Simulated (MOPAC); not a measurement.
Input file for MOPAC: PM3 on GeH2IN (SMILES [NH2][Ge][I]), a point of a torsion scan.

```
PM3 1SCF PRECISE CHARGE=0 THREADS=1
GeH2IN

N     -0.83104112 1    -0.08657860 1    -0.07596460 1
Ge     0.75654657 1    -0.82227775 1    -0.57046873 1
I      0.94792251 1    -2.56248424 1     1.32262639 1
H     -1.05370741 1     0.87728934 1    -0.27409735 1
H     -1.43869110 1    -0.40535808 1     0.66706778 1
```

Output:

```
*******************************************************************************
 **                                                                           **
 **                              MOPAC v23.2.5                                **
 **                                                                           **
 *******************************************************************************
 ** MOPAC's Digital Object Identifier: https://doi.org/10.5281/zenodo.6511958 **
 **                                                                           **
 ** Please cite the open-source release paper for use of this MOPAC version:  **
 ** J. E. Moussa and J. J. P. Stewart (2026)                                  **
 ** MOPAC: An open-source semiempirical molecular orbital program             **
 ** J. Open Source Softw., 11(119), 8025, https://doi.org/10.21105/joss.08025 **
 *******************************************************************************

                              PM3 CALCULATION RESULTS

 *******************************************************************************
 *  PM3        - The PM3 Hamiltonian to be used
 *
 *
 *
 *                 CHARGE ON SYSTEM = 0
 *
 *
 *
 *  PRECISE    - TIGHTER CRITERIA TO BE USED
 *  1SCF       - DO 1 SCF AND THEN STOP
 *  THREADS=1  - MULTI-THREADING NOT USED
 *  T=         - A TIME OF 172800.0 SECONDS REQUESTED
 *  DUMP=N     - RESTART FILE WRITTEN EVERY 7200.0 SECONDS REQUESTED
 *******************************************************************************
PM3 1SCF PRECISE CHARGE=0 THREADS=1
 GeH2IN

   ATOM   CHEMICAL          X               Y               Z
  NUMBER   SYMBOL      (ANGSTROMS)     (ANGSTROMS)     (ANGSTROMS)

     1       N         -0.83104112  *  -0.08657860  *  -0.07596460  *
     2      Ge          0.75654657  *  -0.82227775  *  -0.57046873  *
     3       I          0.94792251  *  -2.56248424  *   1.32262639  *
     4       H         -1.05370741  *   0.87728934  *  -0.27409735  *
     5       H         -1.43869110  *  -0.40535808  *   0.66706778  *



          CARTESIAN COORDINATES

    NO.       ATOM           X           Y           Z

     1         N         -0.8310     -0.0866     -0.0760
     2        Ge          0.7565     -0.8223     -0.5705
     3         I          0.9479     -2.5625      1.3226
     4         H         -1.0537      0.8773     -0.2741
     5         H         -1.4387     -0.4054      0.6671

  H: (PM3): J. J. P. STEWART, J. COMP. CHEM. 10, 209 (1989).
  N: (PM3): J. J. P. STEWART, J. COMP. CHEM. 10, 209 (1989).
 Ge: (PM3): J. J. P. STEWART, J. COMP. CHEM. 12, 320-341 (1991).
  I: (PM3): J. J. P. STEWART, J. COMP. CHEM. 10, 209 (1989).

           Empirical Formula: H2 N Ge I  =     5 atoms



      MOLECULAR POINT GROUP   :   C1


      RHF CALCULATION, NO. OF DOUBLY OCCUPIED LEVELS = 9


 -------------------------------------------------------------------------------
 PM3 1SCF PRECISE CHARGE=0 THREADS=1
 GeH2IN



     1SCF WAS SPECIFIED, SO BFGS WAS NOT USED
     SCF FIELD WAS ACHIEVED


                              PM3 CALCULATION
                                                       MOPAC v23.2.5 Linux




          FINAL HEAT OF FORMATION =         32.65032 KCAL/MOL =     136.60893 KJ/MOL


          COSMO AREA              =        121.30 SQUARE ANGSTROMS
          COSMO VOLUME            =        113.87 CUBIC ANGSTROMS

          IONIZATION POTENTIAL    =          8.618581 EV
          HOMO LUMO ENERGIES (EV) =         -8.619 -3.773
          NO. OF FILLED LEVELS    =          9
          MOLECULAR WEIGHT        =        215.5170         POINT GROUP:  C1

          MOLECULAR DIMENSIONS (Angstroms)

            Atom       Atom       Distance
            H     4    I     3     4.28813
            H     5   Ge     2     2.39111
            N     1    H     4     0.32567


          SCF CALCULATIONS        =          1





   ATOM   CHEMICAL          X               Y               Z
  NUMBER   SYMBOL      (ANGSTROMS)     (ANGSTROMS)     (ANGSTROMS)

     1       N         -0.83104112  *  -0.08657860  *  -0.07596460  *
     2      Ge          0.75654657  *  -0.82227775  *  -0.57046873  *
     3       I          0.94792251  *  -2.56248424  *   1.32262639  *
     4       H         -1.05370741  *   0.87728934  *  -0.27409735  *
     5       H         -1.43869110  *  -0.40535808  *   0.66706778  *

                             CARTESIAN COORDINATES

   1    N       -0.831041120    -0.086578600    -0.075964600
   2   Ge        0.756546570    -0.822277750    -0.570468730
   3    I        0.947922510    -2.562484240     1.322626390
   4    H       -1.053707410     0.877289340    -0.274097350
   5    H       -1.438691100    -0.405358080     0.667067780


           Empirical Formula: H2 N Ge I  =     5 atoms



      MOLECULAR POINT GROUP   :   C1


                  EIGENVALUES
 -28.57201 -17.06690 -15.54751 -15.28604 -14.73405 -14.59277 -11.51901 -10.42439
  -8.61858  -3.77290  -2.54335   1.94709   3.85402   4.04100


              NET ATOMIC CHARGES AND DIPOLE CONTRIBUTIONS

  ATOM NO.   TYPE          CHARGE      No. of ELECS.   s-Pop       p-Pop
    1          N           0.152357        4.8476     1.33490     3.51274
    2         Ge          -0.003757        4.0038     0.14367     3.86009
    3          I          -0.249864        7.2499     1.31149     5.93837
    4          H           0.033124        0.9669     0.96688
    5          H           0.068140        0.9319     0.93186
 DIPOLE           X         Y         Z       TOTAL
 POINT-CHG.    -2.398     3.034    -1.458     4.133
 HYBRID         0.797    -0.536    -0.446     1.059
 SUM           -1.601     2.498    -1.904     3.526


          ATOMIC ORBITAL ELECTRON POPULATIONS

     Atom    s        px        py        pz
    1  N   1.33490   1.09592   1.11777   1.29904
    2 Ge   0.14367   1.06074   1.66769   1.13166
    3  I   1.31149   1.99728   1.96969   1.97140
    4  H   0.96688
    5  H   0.93186

 **********************
 *                    *
 * JOB ENDED NORMALLY *
 *                    *
 **********************




 == MOPAC DONE ==
```

The run finished.

Cost: roughly 0.04 core-seconds.
